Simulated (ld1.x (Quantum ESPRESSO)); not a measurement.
What one change does to a pseudopotential (Te, TM)

Te (Z = 52), norm-conserving Troullier–Martins (Kleinman–Bylander form), made with ld1.x (Quantum ESPRESSO) 7.5 (PBE, scalar-relativistic). Core [Kr], reference 4d10 5s2 5p3 (charge +1). Waves: 5p (bound): rc 1.80 bohr; 4d (bound): rc 1.05 bohr; 5s (bound): rc 1.55 bohr. Local part: the s channel. Core correction: Bessel-smoothed model core, default radius (core density twice the valence density).

Change: functional PBEsol.

Cutoffs: the cutoffs (Ry, on a coarse ladder) from which the occupation-weighted sum of valence levels, in a spherical-Bessel basis at the reference potential, stays within 10 and 1 mRy of its value at 400 Ry; they do not see the model core or the augmentation charge, which bear on the density cutoff. Errors are all-electron minus pseudo energies relative to the spin-unpolarised reference configuration.

What does the change do?

The potential gets neither clearly harder nor softer (120 Ry and 200 Ry → 120 Ry and 200 Ry); of the 7 tests that both files solve, the error grows in 0 and shrinks in 2 by more than 15 % and 0.3 meV (median size 2.3 → 2.0 meV); neither file shows a bound ghost.

```csv
quantity,base,changed
"cutoff, loose",120 Ry,120 Ry
"cutoff, tight",200 Ry,200 Ry
bound ghosts,none,none
"error for 4d10 5s2 5p4, meV [ΔE -9.73 → -9.75 eV]",+4.2,+4.2
"error for 4d10 5s2 5p2, meV [ΔE 17.92 → 17.97 eV]",-2.0,-2.0
"error for 4d10 5s2 5p1, meV [ΔE 44.82 → 44.92 eV]",-1.6,-1.0
"error for 4d10 5s2 5p3.5, meV [ΔE -5.83 → -5.85 eV]",+2.0,+1.9
"error for 4d10 5s2 5p0, meV [ΔE 81.31 → 81.45 eV]",-4.2,-1.9
"error for 4d10 5s1 5p4, meV [ΔE 9.84 → 9.87 eV]",-3.3,-3.0
"error for 4d10 5s1 5p5, meV [ΔE -0.47 → -0.47 eV]",-2.3,-2.0
s: phases at 1.95 bohr within 0.05 rad from the reference energy up to (Ry; the scan ends near 5),2.4,2.4
p: phases at 1.95 bohr within 0.05 rad from the reference energy up to (Ry; the scan ends near 5),to the end of the scan,to the end of the scan
d: phases at 1.95 bohr within 0.05 rad from the reference energy up to (Ry; the scan ends near 5),-0.6,-0.6
```
